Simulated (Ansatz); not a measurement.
## Ligand exchange: Al(CH3)F2 + SnH2(CH3)Cl → AlClF2 + SnH2(CH3)2

Species: Al(CH3)F2, singlet; SnH2(CH3)Cl, singlet; AlClF2 `[F][Al]([F])[Cl]`, singlet; SnH2(CH3)2, singlet. The partners trade CH3 for Cl: Al–CH3 and Sn–Cl bonds give way to Al–Cl and Sn–CH3.

Shapes, held fixed at every level: PBE0-D4/def2-TZVP. Programs: Ansatz 0.2.0. Electronic energies: no zero-point or thermal term.

```json
{"level": "SPW92/def2-TZVPP", "kind": "LDA", "ΔE (kJ/mol)": "-17.8", "less CCSD(T)/def2-TZVPP": "+13.9"}
{"level": "r2SCAN-D4/def2-TZVPP", "kind": "meta-GGA", "ΔE (kJ/mol)": "-21.6", "less CCSD(T)/def2-TZVPP": "+10.1"}
{"level": "r2SCAN0-D4/def2-TZVPP", "kind": "global hybrid", "ΔE (kJ/mol)": "-22.8", "less CCSD(T)/def2-TZVPP": "+8.9"}
{"level": "wB97X-V/def2-TZVPP", "kind": "range-separated hybrid", "ΔE (kJ/mol)": "-20.7", "less CCSD(T)/def2-TZVPP": "+11.0"}
{"level": "B2PLYP/def2-TZVPP", "kind": "double hybrid", "ΔE (kJ/mol)": "-22.9", "less CCSD(T)/def2-TZVPP": "+8.8"}
{"level": "MP2/def2-TZVPP", "kind": "perturbation theory", "ΔE (kJ/mol)": "-34.0", "less CCSD(T)/def2-TZVPP": "-2.3"}
{"level": "CCSD(T)/def2-TZVPP", "kind": "coupled cluster or CI", "ΔE (kJ/mol)": "-31.7", "less CCSD(T)/def2-TZVPP": "0.0"}
```

The highest level, CCSD(T)/def2-TZVPP, gives ΔE = -31.7 kJ/mol; the levels span -34.0 to -17.8. The column of differences is taken from that level and isn't an error. No measured value is set beside it here. For atoms past krypton def2 sets carry core potentials with scalar relativity. Outer-core shells of Sn are correlated in most correlated rows, in sets that cover them unevenly.
